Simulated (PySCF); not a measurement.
# A small calculation by hand: refractive index and permittivity of the vapour

thiadiazoloquinoxaline (C₈H₄N₄S), SMILES c1cnc2cc3nsnc3cc2n1.

Geometry: PBE0-D3(BJ)/def2-SVP.

r2SCAN/def2-SVP (PySCF) gives a mean static polarisability of 133.7 bohr³ and a dipole moment of 1.08 D. Take an ideal gas at 298.15 K and 1 bar, whether or not the substance is that volatile.

Work out n − 1 in the optical limit and the static ε − 1.


Polarisability volume α' = 133.7 × 0.148185 = 19.81 Å³. Number density N = p/kT = 2.43e-5 Å⁻³.
Dilute limit of Lorentz–Lorenz: n − 1 = 2π N α' = 0.0030.
Orientation term of Debye: μ²/(3kT) = 8.098 Å³ × μ²(D²) = 9.45 Å³.
ε − 1 = 4π N (α' + μ²/3kT) = 0.0089. Orientation of the dipole supplies 32 % of the static response; it can't follow optical fields. Vibrational polarisation and dispersion are left out.
